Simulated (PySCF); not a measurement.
Si(H)(NHSiH3)(Cl)2 (Cl₂H₅NSi₂), SMILES [SiH3]N[SiH](Cl)Cl.

Geometry: PBE-D3(BJ)/def2-SVP. Other conformers were not sampled.

These are TDA-PBE/def2-SVPD in PySCF 2.14.0 values and carry that method's errors.

Vertical excitations. The molecule is in vacuum.

Computed lowest excited states:
```json
[
 {"state": "S1", "energy (eV)": "5.82", "λ (nm)": "213", "f": "0.003", "main pairs": "HOMO→LUMO 83 %, HOMO→LUMO+1 16 %"},
 {"state": "S2", "energy (eV)": "5.99", "λ (nm)": "207", "f": "0.014", "main pairs": "HOMO→LUMO+1 78 %, HOMO→LUMO 16 %"},
 {"state": "S3", "energy (eV)": "6.37", "λ (nm)": "195", "f": "0.038", "main pairs": "HOMO→LUMO+2 91 %"},
 {"state": "S4", "energy (eV)": "6.86", "λ (nm)": "181", "f": "0.041", "main pairs": "HOMO→LUMO+3 94 %"},
 {"state": "S5", "energy (eV)": "6.96", "λ (nm)": "178", "f": "0.005", "main pairs": "HOMO−1→LUMO 61 %, HOMO−1→LUMO+1 33 %"},
 {"state": "S6", "energy (eV)": "7.01", "λ (nm)": "177", "f": "0.011", "main pairs": "HOMO−2→LUMO 73 %, HOMO→LUMO+4 19 %"},
 {"state": "S7", "energy (eV)": "7.03", "λ (nm)": "176", "f": "0.010", "main pairs": "HOMO→LUMO+4 76 %, HOMO−2→LUMO 14 %"},
 {"state": "S8", "energy (eV)": "7.10", "λ (nm)": "175", "f": "0.025", "main pairs": "HOMO−2→LUMO+1 86 %"},
 {"state": "S9", "energy (eV)": "7.20", "λ (nm)": "172", "f": "0.040", "main pairs": "HOMO−1→LUMO+1 43 %, HOMO−1→LUMO 23 %, HOMO−3→LUMO+1 11 %, HOMO−3→LUMO 11 %"},
 {"state": "S10", "energy (eV)": "7.30", "λ (nm)": "170", "f": "0.012", "main pairs": "HOMO−3→LUMO 71 %"},
 {"state": "T1", "energy (eV)": "5.62", "λ (nm)": "221", "f": "0", "main pairs": "HOMO→LUMO 56 %, HOMO→LUMO+1 43 %"},
 {"state": "T2", "energy (eV)": "5.74", "λ (nm)": "216", "f": "0", "main pairs": "HOMO→LUMO+1 56 %, HOMO→LUMO 44 %"},
 {"state": "T3", "energy (eV)": "6.11", "λ (nm)": "203", "f": "0", "main pairs": "HOMO→LUMO+2 99 %"},
 {"state": "T4", "energy (eV)": "6.64", "λ (nm)": "187", "f": "0", "main pairs": "HOMO→LUMO+3 98 %"}
]
```
Triplets are in the Tamm–Dancoff approximation.
